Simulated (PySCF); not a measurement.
H12FeO6, charge +2, quintet, geometry from GFN2-xTB (such geometries of metal compounds can be far from the true shape); DF-HF/def2-SV(P) run with PySCF.

The PySCF input:
```python
from pyscf import gto, scf

mol = gto.Mole()
mol.atom = '''
    Fe    0.000000   -0.000000    0.000000
    O    -0.798692    1.921218   -1.090255
    H    -1.604320    1.999455   -1.612140
    H    -0.387585    2.791986   -1.106912
    O     1.858948    1.210841    0.771896
    H     1.927534    1.706370    1.594859
    H     2.708607    1.313419    0.330218
    O     1.193336   -0.600358   -1.932140
    H     1.749449   -1.377380   -2.052538
    H     1.226682   -0.119887   -2.766142
    O    -1.193336    0.600358    1.932140
    H    -1.749449    1.377380    2.052538
    H    -1.226682    0.119887    2.766142
    O    -1.858948   -1.210841   -0.771896
    H    -1.927534   -1.706370   -1.594859
    H    -2.708607   -1.313419   -0.330218
    O     0.798692   -1.921218    1.090255
    H     0.387585   -2.791986    1.106912
    H     1.604320   -1.999455    1.612140
'''
mol.basis = 'def2-sv(p)'
mol.charge = 2
mol.spin = 4
mol.verbose = 4
mol.build()

mf = scf.UHF(mol)
mf.diis_space = 2
mf = mf.density_fit(auxbasis='def2-universal-jkfit')
mf.kernel()
```

What the program printed (banner, timings and long lists left out):

```
PySCF version 2.14.0

[INPUT] verbose = 4
[INPUT] num. atoms = 19
[INPUT] num. electrons = 84
[INPUT] charge = 2
[INPUT] spin (= nelec alpha-beta = 2S) = 4
[INPUT] symmetry False subgroup None
[INPUT] Mole.unit = angstrom
[INPUT] Symbol           X                Y                Z      unit          X                Y                Z       unit  Magmom
[...]
nuclear repulsion = 604.763192440926
number of shells = 70
number of NR pGTOs = 258
number of NR cGTOs = 132
basis = def2-sv(p)
ecp = {}

******** <class 'pyscf.df.df_jk.DFUHF'> ********
method = DFUHF
initial guess = minao
damping factor = 0
level_shift factor = 0
DIIS = <class 'pyscf.scf.diis.CDIIS'>
diis_start_cycle = 1
diis_space = 2
diis_damp = 0
SCF conv_tol = 1e-09
SCF conv_tol_grad = None
SCF max_cycles = 50
direct_scf = False
number electrons alpha = 44  beta = 40
Set gradient conv threshold to 3.16228e-05
******** <class 'pyscf.df.df.DF'> ********
auxbasis = def2-universal-jkfit
init E= -1715.58058760145

cycle= 1 E= -1703.30699411146  delta_E= 12.3  |g|= 2.94  |ddm|= 6.44

cycle= 2 E= -1672.2158891171  delta_E= 31.1  |g|= 8.52  |ddm|= 12.1
cycle= 3 E= -1702.93632778371  delta_E= -30.7  |g|= 4.63  |ddm|=  7.6

cycle= 4 E= -1641.49231491281  delta_E= 61.4  |g|=    7  |ddm|= 11.7
cycle= 5 E= -1710.42821891564  delta_E= -68.9  |g|= 3.44  |ddm|= 11.1
cycle= 6 E= -1712.78017985499  delta_E= -2.35  |g|= 2.59  |ddm|= 0.914

cycle= 7 E= -1701.77820358647  delta_E=   11  |g|=  3.2  |ddm|= 7.29
cycle= 8 E= -1711.74513977687  delta_E= -9.97  |g|= 3.07  |ddm|= 7.35
cycle= 9 E= -1710.89322559543  delta_E= 0.852  |g|= 3.34  |ddm|= 0.301

cycle= 10 E= -1701.78522527898  delta_E= 9.11  |g|= 3.26  |ddm|= 7.75
cycle= 11 E= -1710.65620851254  delta_E= -8.87  |g|=  3.4  |ddm|= 7.76
cycle= 12 E= -1710.55166127574  delta_E= 0.105  |g|= 3.43  |ddm|= 0.0444

cycle= 13 E= -1699.30396157  delta_E= 11.2  |g|= 4.52  |ddm|= 8.32
cycle= 14 E= -1713.162887811  delta_E= -13.9  |g|= 2.47  |ddm|= 8.15

cycle= 15 E= -1717.07321586537  delta_E= -3.91  |g|= 0.629  |ddm|= 1.82
cycle= 16 E= -1717.41643082489  delta_E= -0.343  |g|= 0.599  |ddm|= 0.726
cycle= 17 E= -1717.56406190495  delta_E= -0.148  |g|= 0.211  |ddm|= 0.485
cycle= 18 E= -1717.60715991596  delta_E= -0.0431  |g|= 0.0961  |ddm|= 0.226
cycle= 19 E= -1717.61596678891  delta_E= -0.00881  |g|= 0.0503  |ddm|= 0.109
cycle= 20 E= -1717.617880936  delta_E= -0.00191  |g|= 0.0283  |ddm|= 0.0488
cycle= 21 E= -1717.61849453601  delta_E= -0.000614  |g|= 0.0166  |ddm|= 0.026
cycle= 22 E= -1717.61873768855  delta_E= -0.000243  |g|= 0.0102  |ddm|= 0.0167
cycle= 23 E= -1717.61883581591  delta_E= -9.81e-05  |g|= 0.00643  |ddm|= 0.0111
cycle= 24 E= -1717.61887083257  delta_E= -3.5e-05  |g|= 0.00415  |ddm|= 0.00626
cycle= 25 E= -1717.61888554595  delta_E= -1.47e-05  |g|= 0.00272  |ddm|= 0.00385
cycle= 26 E= -1717.61889282969  delta_E= -7.28e-06  |g|= 0.0018  |ddm|= 0.00279
cycle= 27 E= -1717.61889621869  delta_E= -3.39e-06  |g|= 0.00118  |ddm|= 0.00202
cycle= 28 E= -1717.61889750565  delta_E= -1.29e-06  |g|= 0.000783  |ddm|= 0.00119
cycle= 29 E= -1717.61889805152  delta_E= -5.46e-07  |g|= 0.000524  |ddm|= 0.000732
cycle= 30 E= -1717.61889832836  delta_E= -2.77e-07  |g|= 0.000351  |ddm|= 0.000535
cycle= 31 E= -1717.61889846165  delta_E= -1.33e-07  |g|= 0.000232  |ddm|= 0.000398
cycle= 32 E= -1717.61889851313  delta_E= -5.15e-08  |g|= 0.000154  |ddm|= 0.000238
cycle= 33 E= -1717.61889853447  delta_E= -2.13e-08  |g|= 0.000104  |ddm|= 0.000145
cycle= 34 E= -1717.61889854526  delta_E= -1.08e-08  |g|= 6.96e-05  |ddm|= 0.000105
cycle= 35 E= -1717.61889855057  delta_E= -5.31e-09  |g|= 4.61e-05  |ddm|= 7.89e-05
cycle= 36 E= -1717.61889855264  delta_E= -2.07e-09  |g|= 3.06e-05  |ddm|= 4.82e-05
cycle= 37 E= -1717.61889855349  delta_E= -8.49e-10  |g|= 2.06e-05  |ddm|= 2.88e-05
Extra cycle  E= -1717.61889855393  delta_E= -4.34e-10  |g|= 1.39e-05  |ddm|= 2.02e-05
converged SCF energy = -1717.61889855393  <S^2> = 6.0034711  2S+1 = 5.0013882
```
